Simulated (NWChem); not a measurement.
Molecule: C₂H₄N₂Si; SMILES N#C/N=C\[SiH3]

```xyz
9

N     -0.9506    -2.2635     0.0002
C     -0.0297    -1.5506     0.0001
N      1.0966    -0.8385     0.0001
C      1.0830     0.4450    -0.0006
Si    -0.4666     1.5719    -0.0019
H      2.0834     0.9092    -0.0003
H     -1.2614     1.2828     1.2258
H      0.0033     2.9855    -0.0084
H     -1.2669     1.2729    -1.2235
```
Atoms are numbered in this order, from 1.

Structure relaxed at the PBE0/def2-SVP level.

Q: Give the principal values of the shielding tensors (ppm) of N1, C2, N3, C4, Si5 from BHandHLYP/pcSseg-1, GIAO (NWChem), with their diamagnetic and paramagnetic parts as GIAO splits them.

A: 
```tsv
atom	σ11	σ22	σ33	isotropic	diamagnetic	paramagnetic
N1	-163.9	-116.4	66.7	-71.2	336.1	-407.3
C2	-58.9	-48.5	320.4	71.0	258.8	-187.8
N3	-611.0	-88.7	228.0	-157.2	328.9	-486.1
C4	-208.4	-40.3	141.6	-35.7	256.5	-292.2
Si5	418.4	442.0	456.6	439.0	878.8	-439.8
```
